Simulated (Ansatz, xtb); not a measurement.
## Isomers of C4H5B in order of energy

3 gas-phase structures of C4H5B, from a drawn sample of its isomers (lower ones may exist). Each was relaxed with GFN2-xTB:

A. `B/C=C/C#C`, a singlet
B. `BC(=C)C#C`, a singlet
C. `B/C=C\C#C`, a singlet

Q: Which do you expect lowest at r2SCAN-D4/def2-SVP, and how would the others follow?

A: Calculated order at r2SCAN-D4/def2-SVP: A (0.0), C (7.5), B (13.7) kJ/mol.

Energies above the lowest of each column, in kJ/mol; the last columns are at B3LYP-D3(BJ)/def2-SVP geometries:

```tsv
structure	GFN2-xTB	HF/STO-3G	r2SCAN-D4/def2-SVP	B3LYP-D3(BJ)/def2-SVP	CCSD(T)/def2-SVP + ΔMP2/def2-TZVPP
A	0.0	0.0	0.0	0.0	0.0
C	4.8	5.1	7.5	7.5	7.3
B	10.6	4.1	13.7	11.0	4.5
```

Every level run on A puts it lowest or level with the lowest. CCSD(T)/def2-SVP + ΔMP2/def2-TZVPP orders those it was run on as A (0.0), B (4.5), C (7.3) kJ/mol. Less than 1 kcal/mol parts B and C, so the order within that pair means little. Flexible structures stand in one conformer each, not always the lowest. ΔMP2 is the change of the MP2 energy from the smaller to the larger basis.

Programs: Ansatz 0.2.0, xtb 6.7.1.
